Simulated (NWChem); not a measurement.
# SnH$_{3}$I; SMILES [I][SnH3]

Results from NWChem. Structure relaxed at the PBE0/def2-SVP level. Not confirmed as a minimum by frequencies. def2 effective core potentials on Sn, I; no spin-orbit coupling.

Diagonal of the polarisability tensor at CAM-B3LYP/def2-SVPD, static: 68.44, 68.44, 99.05 bohr³.

Find the mean polarisability volume, the molar refraction, and the refractive index that an ideal gas of it would have at 273.15 K and 1 atm.


1. Mean: one third of the trace = 78.65 bohr³ × 0.14818 Å³/bohr³ = 11.65 Å³.
2. Molar refraction (Lorentz-Lorenz): (4π/3) N_A α = 29.4 cm³/mol.
3. Number density p/kT = 2.687 × 10⁻⁵ Å⁻³; n − 1 = 2π N α = 19.67 × 10⁻⁴.
4. These hold the electronic response alone: vibrational and orientational terms add to the static dielectric constant.
